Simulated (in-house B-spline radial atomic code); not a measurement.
Configurations of Ar, with energies counted from [Ne] 3s2 3p6. Computed with a B-spline radial code for spherical atoms: scalar-relativistic (X2C) LDA VWN5, spin-polarised, spherical fractional occupations, Fermi nucleus of rms radius 3.4274 fm. Shells without spins written out take the highest spin.

Occupations are held fixed; configurations that lie above the ionisation limit could autoionise.

```tsv
configuration	E - E(ref) (eV)	highest orbital	its <r> (bohr)
[Ne] 3s2 3p5 4p1	13.102	4p up	6.723
[Ne] 3s1 3p6 3d1	28.187	3d up	6.866
[Ne] 3s1 3p6 4f1	29.389	4f up	17.2
[He] 2s2 2p5 3s2 3p6 4p1	245.68	4p up	6.561
[He] 2s2 2p(3 up, 2 down) 3s2 3p6 4f(0 up, 1 down)	247.62	4f down	17.22
[He] 2s2 2p5 3s2 3p6 4f1	247.62	4f up	17.22
```

(1) Order these further configurations by energy, lowest first.
A. [Ne] 3s2 3p(2 up, 3 down) 3d(0 up, 1 down)
B. [Ne] 3s1 3p6 4s1
C. [Ne] 3s1 3p6 4d1
D. [Ne] 3s2 3p5 4f1
E. [Ne] 3s1 3p6 4p1

(2) How far above the reference does [Ne] 3s(0 up, 1 down) 3p6 4d(1 up, 0 down) lie?

(3) How far above the reference does [He] 2s2 2p(2 up, 3 down) 3s2 3p6 3d(0 up, 1 down) lie?

Answers

(1) A (13.852 eV), D (14.989 eV), B (25.884 eV), E (27.481 eV), C (28.926 eV).

(2) 28.97 eV; its least bound orbital is 4d up with <r> = 13.34 bohr.

(3) 246.44 eV; its least bound orbital is 3d down with <r> = 6.98 bohr.
